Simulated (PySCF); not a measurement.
Working out the excitation energy of Ru

Ru [Kr] 4d7 5s1 (5F) → Ru [Kr] 4d8 (3F). Computed with PySCF 2.14 in aug-cc-pVDZ-PP with ECP28MDF, with scalar relativity through the core potential. Frozen: 4s2 4p6. Energies in hartree (1 hartree = 27.21139 eV):

```
             part  Ru (lower)  Ru (upper)
              UHF  -93.812410  -93.728621
MP2 opposite-spin   -0.084047   -0.121190
    MP2 same-spin   -0.069282   -0.068458
```

What does Hartree-Fock give?

(-93.728621) − (-93.812410) = 0.083789 hartree = 2.280 eV.

What do MP2 and SCS-MP2 (6/5 opposite-spin, 1/3 same-spin) give?

The opposite-spin parts differ by -1.011 eV and the same-spin parts by 0.022 eV. MP2: 2.280 + (-1.011) + (0.022) = 1.291 eV. SCS-MP2: 2.280 + 1.2 × (-1.011) + (0.022)/3 = 1.074 eV.

A double-zeta basis recovers only part of the correlation energy.
